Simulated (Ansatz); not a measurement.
Coupled-cluster run, C4H3F7 (`FC(F)CC(F)(F)C(F)(F)F`).

```yaml
crystal:
  periodic: [false, false, false]
  atoms:
    - {symbol: F, position_ang: [-1.514496, -1.042852, 1.194507]}
    - {symbol: C, position_ang: [-0.818657, 0.086869, 1.463541]}
    - {symbol: F, position_ang: [-0.680423, 0.159252, 2.810965]}
    - {symbol: C, position_ang: [0.560135, 0.021664, 0.844778]}
    - {symbol: C, position_ang: [0.660919, 0.433373, -0.605403]}
    - {symbol: F, position_ang: [0.237514, 1.709335, -0.758812]}
    - {symbol: F, position_ang: [1.960049, 0.386382, -0.970278]}
    - {symbol: C, position_ang: [-0.118618, -0.422620, -1.630655]}
    - {symbol: F, position_ang: [0.207721, -0.070194, -2.866123]}
    - {symbol: F, position_ang: [-1.427760, -0.252709, -1.477743]}
    - {symbol: F, position_ang: [0.169825, -1.710334, -1.465140]}
    - {symbol: H, position_ang: [-1.414003, 0.943675, 1.135233]}
    - {symbol: H, position_ang: [0.958256, -0.986587, 0.967696]}
    - {symbol: H, position_ang: [1.206439, 0.715546, 1.386334]}
basis:
  gaussian: {orbitals: def2-SVP}
correlation: {method: ccsd_t}
```

```sh
$ ansatz run in.yaml --threads 4 --pin off --events-out ev --progress --plain --max-ram 63488MiB --backend cuda --devices 0, --max-vram 37GiB
```

Log, shortened:

```
Functional definition: HF
  name "HF"
  cite "Fock, Z. Phys. 61, 126 (1930) doi:10.1007/BF01340294"
  parent pbe
  exchange = exact_x
  correlation = 0
1639 factors; integrals over basis functions are off by at most 1.2e-3 eV
mean field evaluation 1: about -23084.7437 eV, gradient 6.1e1 eV
mean field evaluation 2: about -23085.0002 eV, gradient 6.1e1 eV
mean field evaluation 4: about -23092.2541 eV, gradient 5.1e0 eV
mean field evaluation 8: about -23092.3448 eV, gradient 9.2e-2 eV
mean field -23092.34483846 eV, -848.6280202598 hartree, gradient 8.4e-7 eV, S^2 0.000000; 0 other end points of the search recorded, 0 dependent functions left out
11 core orbitals not correlated: weight in the atoms' cores, before any rotation towards them, 1.000 or more for the frozen orbitals, at most 0.000 for the correlated occupied ones
reference -23092.34483846 eV, -848.6280202598 hartree; 34, 34 occupied and 124, 124 virtual orbitals, 1639 factors
second order -49.22526931 eV of doubles, -0.00000000 eV of singles
cycle   1  -49.16340620 eV  change    6.2e-2 eV  update   1.4e-1
cycle   2  -50.14956834 eV  change   -9.9e-1 eV  update   4.0e-2
cycle   3  -50.39923526 eV  change   -2.5e-1 eV  update   1.9e-2
cycle   4  -50.38737400 eV  change    1.2e-2 eV  update   3.5e-3
cycle   5  -50.38451033 eV  change    2.9e-3 eV  update   1.6e-3
cycle   6  -50.38561367 eV  change   -1.1e-3 eV  update   4.5e-4
cycle   7  -50.38535268 eV  change    2.6e-4 eV  update   1.6e-4
cycle   8  -50.38515824 eV  change    1.9e-4 eV  update   4.8e-5
cycle   9  -50.38516278 eV  change   -4.5e-6 eV  update   1.5e-5
perturbative correction -1.08593109 eV, -0.0399072315 hartree
Total energy: -23143.81593232 eV, -850.5195480710 hartree
```

It took 4.2 s on 4 threads of an AMD EPYC 7R13 on a shared host and a share of an NVIDIA H100 80 GB, with 0.8 GiB of host memory at the peak.

Correlation energy per correlated electron: -0.757 eV. T1 diagnostic: 0.0113.
